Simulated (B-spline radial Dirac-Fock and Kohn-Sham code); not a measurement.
X-ray form factors of bismuth in several charge states

Level of theory: Dirac-Fock orbitals of the configuration average with a finite nucleus; a radial B-spline solver.

Configurations: Bi⁴⁺ [Xe] 4f14 5d10 6s1; Bi⁷⁺ [Xe] 4f14 5d8; Bi⁸⁺ [Xe] 4f14 5d7; Bi⁹⁺ [Xe] 4f14 5d6; Bi¹⁰⁺ [Xe] 4f14 5d5. The first column is f₀ of Bi⁴⁺, the others are differences from it.

```
s (Å⁻¹)    Bi⁴⁺  Δ Bi⁷⁺  Δ Bi⁸⁺  Δ Bi⁹⁺  Δ Bi¹⁰⁺
      0  79.000  -3.000  -4.000  -5.000   -6.000
   0.05  78.348  -2.830  -3.793  -4.759   -5.728
    0.1  76.490  -2.371  -3.231  -4.101   -4.981
   0.15  73.679  -1.751  -2.460  -3.188   -3.933
    0.2  70.246  -1.118  -1.651  -2.211   -2.796
   0.25  66.512  -0.582  -0.940  -1.330   -1.749
    0.3  62.730  -0.196  -0.399  -0.634   -0.899
   0.35  59.075  +0.039  -0.042  -0.150   -0.284
    0.4  55.647  +0.153  +0.158  +0.143   +0.108
   0.45  52.491  +0.184  +0.241  +0.287   +0.319
    0.5  49.614  +0.169  +0.249  +0.326   +0.397
    0.6  44.625  +0.090  +0.166  +0.246   +0.332
    0.7  40.457  +0.024  +0.065  +0.114   +0.170
    0.8  36.871  -0.010  -0.001  +0.013   +0.033
    0.9  33.693  -0.022  -0.032  -0.041   -0.047
      1  30.825  -0.021  -0.039  -0.058   -0.077
    1.1  28.226  -0.016  -0.034  -0.054   -0.076
    1.2  25.885  -0.011  -0.025  -0.042   -0.060
    1.4  21.988  -0.004  -0.008  -0.014   -0.021
    1.6  19.087  -0.001  +0.001  +0.001   +0.002
```

Values without a named source are computed, but for edge energies of neutral atoms, which are taken from tables.
